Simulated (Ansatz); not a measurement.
`NB(F)[SiH3]` + HCl → `NB(F)Cl` + SiH₄  (cleavage of the B–Si bond)

Computed with Ansatz on PBE0-D4/def2-TZVP structures; ΔE is electronic, products minus reactants. CBS: MP2 limit from def2 TZ/QZ plus the TZ coupled-cluster correction, frozen cores. This one scheme is used for every species. Functionals use def2-TZVPP. B3LYP here is the variant with VWN-RPA as its local correlation; programs differ in this. HSE06 is defined as in plane-wave codes. One conformer a species, not always the lowest.

| level | ΔE (kJ/mol) | difference from CCSD(T)/CBS |
| --- | --- | --- |
| LDA (SPW92) | -97.4 | 5.1 |
| PBE-D4 | -95.0 | 7.5 |
| revPBE-D4 | -96.6 | 5.9 |
| BLYP-D4 | -100.0 | 2.5 |
| r2SCAN-D4 | -106.4 | -3.9 |
| B97M-V | -108.0 | -5.5 |
| PBE0-D4 | -100.1 | 2.4 |
| B3LYP-D4 | -103.7 | -1.2 |
| r2SCANh-D4 | -107.3 | -4.8 |
| r2SCAN0-D4 | -108.5 | -6.0 |
| BHLYP-D4 | -109.7 | -7.2 |
| CAM-B3LYP-D4 | -105.7 | -3.2 |
| ωB97M-V | -107.7 | -5.2 |
| B2PLYP | -107.7 | -5.2 |
| PBE-QIDH | -107.6 | -5.1 |
| PBE | -95.9 | 6.6 |
| revPBE | -95.6 | 6.9 |
| BLYP | -101.1 | 1.4 |
| r2SCAN | -106.8 | -4.3 |
| PBE0 | -101.1 | 1.4 |
| B3LYP | -105.0 | -2.5 |
| r2SCANh | -107.7 | -5.2 |
| r2SCAN0 | -109.0 | -6.5 |
| HSE06 | -101.2 | 1.3 |
| BHLYP | -111.4 | -8.9 |
| LC-ωPBE | -102.0 | 0.5 |
| RPA@PBE/def2-TZVPP | -100.5 | 2.0 |
| HF/def2-SVP | -129.6 | -27.1 |
| MP2/def2-SVP | -124.7 | -22.2 |
| CCSD/def2-SVP | -117.9 | -15.4 |
| CCSD(T)/def2-SVP | -116.7 | -14.2 |
| HF/def2-TZVPP | -119.9 | -17.4 |
| MP2/def2-TZVPP | -111.8 | -9.3 |
| SCS-MP2/def2-TZVPP | -111.0 | -8.5 |
| CCSD/def2-TZVPP | -104.8 | -2.3 |
| HF/def2-QZVPP | -119.7 | -17.2 |
| SCS-MP2/def2-QZVPP | -110.3 | -7.8 |
| HF/CBS(def2) | -119.7 | -17.2 |
| MP2/CBS(def2) | -110.7 | -8.2 |
| CCSD/CBS(def2) | -103.7 | -1.2 |
| CCSD(T)/CBS | -102.5 | 0 |

Problem. What do rigid-rotor, harmonic-oscillator terms from PBE0-D4/def2-TZVP frequencies (298.15 K, 1 bar) make of the CCSD(T)/CBS value? (Estimate.)

Solution. Computed: ΔZPE = +2.6 kJ/mol, ΔH = -102.3 kJ/mol, ΔS = -12 J/(mol·K), ΔG = -98.8 kJ/mol.

Largest T1 diagnostic among the species: 0.013.

In def2-TZVPP, CCSD(T) changes the Hartree–Fock value by +16.3 kJ/mol (the triples alone add +1.2 kJ/mol) and MP2 by +8.1 kJ/mol. At CCSD(T), def2-SVP lies −14.2 kJ/mol from the extrapolated value and def2-TZVPP −1.1 kJ/mol. From BLYP to BHLYP (50 % exact exchange), in def2-TZVPP and without D4, ΔE moves by −10.3 kJ/mol.
